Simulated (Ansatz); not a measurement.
Isolated molecules relaxed with PBE0-D4/def2-TZVP in Ansatz; ΔE leaves out vibrations. CBS: MP2 limit from def2 TZ/QZ plus the TZ coupled-cluster correction, frozen cores. This one scheme is used for every species. DFT in def2-TZVPP. B3LYP here is the variant with VWN-RPA as its local correlation; programs differ in this. For Ge outer-core shells are correlated without core-valence functions, which leaves a few kJ/mol of doubt a bond. Scalar relativity is left out up to krypton. One conformer a species, not always the lowest.

Consider the formal exchange of groups at the Si–C bond: `FC(F)[SiH3]` + `[OH][GeH2][SiH3]` → `[OH][GeH]([SiH3])[SiH3]` + `FCF`.

Is it downhill or uphill in electronic energy at CCSD(T)/CBS, and by how much? (Best estimate.)

Computed: Downhill: ΔE = -0.56 eV.

What do these levels give: B97M-V, r2SCAN0-D4, BHLYP-D4, ωB97X-V, BLYP, PBE0, B3LYP, r2SCAN0, CAM-B3LYP, MP2/def2-SVP, CCSD/def2-TZVPP, HF/def2-QZVPP? (An estimate is asked.)

The calculation gave: B97M-V -0.53, r2SCAN0-D4 -0.58, BHLYP-D4 -0.57, ωB97X-V -0.50, BLYP -0.48, PBE0 -0.58, B3LYP -0.50, r2SCAN0 -0.56, CAM-B3LYP -0.46, MP2/def2-SVP -0.55, CCSD/def2-TZVPP -0.56, HF/def2-QZVPP -0.49 eV.

Largest T1 diagnostic among the species: 0.013.

In def2-TZVPP, CCSD(T) changes the Hartree–Fock value by −0.06 eV (the triples alone add −0.01 eV) and MP2 by −0.08 eV. Leaving LDA and LC-ωPBE aside and taking each functional with its dispersion term where it has one, the values, not all of them listed here, spread over 0.13 eV, from HSE06-D4 to ωB97M-V. LDA lies +0.03 eV from PBE without D4.
